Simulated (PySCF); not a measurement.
Compound: C4H10ClFSi2.
SMILES with atom numbers: `[CH3:1][C@@H:2]1[SiH2:3][CH2:4][Si@H:5]1[C@@H:6]([F:7])[Cl:8]`

Cartesian coordinates in Å at the GFN2-xTB level; atoms count from 1:
```
atom  x, y, z in Å
C1    -1.6387    1.5066    0.5869
C2    -0.6339    0.7332   -0.2612
Si3   -1.2623   -0.9606   -0.9576
C4     0.0264   -1.8261    0.1849
Si5    0.7684   -0.1436    0.7121
C6     2.4660    0.1234   -0.1663
F7     2.3736   -0.1768   -1.4959
Cl8    2.9281    1.8380   -0.0142
H9    -1.1754    2.3814    1.0403
H10   -2.0308    0.8808    1.3860
H11   -2.4769    1.8434   -0.0209
H12   -0.2628    1.4042   -1.0378
H13   -1.0321   -1.1571   -2.3871
H14   -2.6541   -1.2592   -0.6137
H15   -0.4216   -2.3808    1.0037
H16    0.7075   -2.5056   -0.3188
H17    1.0091    0.1667    2.1222
H18    3.3008   -0.4617    0.2260
```

NICS = −σ at a ghost point: NICS(0) at the centroid of the ring atoms, NICS(1) 1 Å to either side along the normal of their mean plane, zz for the tensor component along that normal. Level: GIAO PBE0/pcSseg-1 (PySCF, non-relativistic, gas phase) on the GFN2-xTB geometry, one conformer.

Ring bond lengths (Å), with Mayer bond orders in brackets: C2–Si3 1.936 (0.87), Si3–C4 1.928 (0.90), C4–Si5 1.913 (0.92), Si5–C2 1.919 (0.90).

Q: What do the NICS probes read (ppm)?

A: 
```csv
ring,type,NICS(0),"NICS(1), two faces","NICS(1)zz, two faces",rms pucker (Å),"centre to ring atoms, mean (Å)"
C2–Si3–C4–Si5,4-membered ring with 2 Si; formal bonds all single,-0.6,-1.6 / -0.8,2.6 / 4.9,0.05,1.36
```

Q: What can be read from them?

A: 
- C2–Si3–C4–Si5: mean NICS(1)zz 3.7 ppm, deshielded. C2, Si3, C4, Si5 have four or more neighbours; no verdict on aromaticity is drawn.

Q: List the ring angles and the Hirshfeld charges of the ring atoms.

A: 
- C2–Si3–C4–Si5: C2 91.1° (-0.194 e), Si3 87.9° (+0.344 e), C4 91.6° (-0.258 e), Si5 88.8° (+0.347 e); sum 359.4° against 360° for a flat convex ring.

Q: How shielded are the nuclei of the rings and their hydrogens (means over atoms taken as equivalent)?

A: 
| atoms | environment | σ isotropic (ppm) |
| --- | --- | --- |
| C2 | sp3 carbon bound to silicon | 172.6 |
| Si3 | SiH2 silicon | 378.6 |
| C4 | sp3 carbon bound to silicon | 192.7 |
| Si5 | SiH silicon | 351.0 |
| H12 | methine hydrogen | 29.91 |
| H13 | Si–H hydrogen | 26.90 |
| H14 | Si–H hydrogen | 27.18 |
| H15 | methylene hydrogen | 31.09 |
| H16 | methylene hydrogen | 31.17 |
| H17 | Si–H hydrogen | 27.00 |
